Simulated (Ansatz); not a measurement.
SiHCl3. Total charge 0; triplet. Geometry r2SCAN-D4/def2-SVP, that of the neutral singlet; atoms count from 1.

```xyz
5

Si    0.004    0.049   -0.108
H     0.062    0.663   -1.447
Cl   -1.432    0.983    1.017
Cl    1.822    0.245    0.818
Cl   -0.457   -1.940   -0.280
```

At PBE0-D4/def2-TZVP a singlet of charge 0 lies 7.30 eV below the triplet at the same geometry.

(1) Estimate the Mulliken populations from the PBE0/def2-TZVP orbitals of Ansatz.

(2) Where does the spin sit?

(3) And the Mayer bond orders between heavy atoms (over 0.3)?

Answers

(1) 
| atom | charge (e) | spin (α − β) |
| --- | --- | --- |
| Si1 | 0.27 | 0.54 |
| H2 | -0.04 | 0.09 |
| Cl3 | -0.08 | 0.46 |
| Cl4 | -0.08 | 0.45 |
| Cl5 | -0.08 | 0.46 |
Mulliken values depend strongly on the basis.

(2) Summed by element: Si 0.54, H 0.09, Cl 1.37, of 2 unpaired in all. Largest on single atoms: Si1 0.54, Cl3 0.46, Cl5 0.46.

(3) Si1–Cl3 0.93 (2.05 Å); Si1–Cl4 0.93 (2.05 Å); Si1–Cl5 0.93 (2.05 Å).
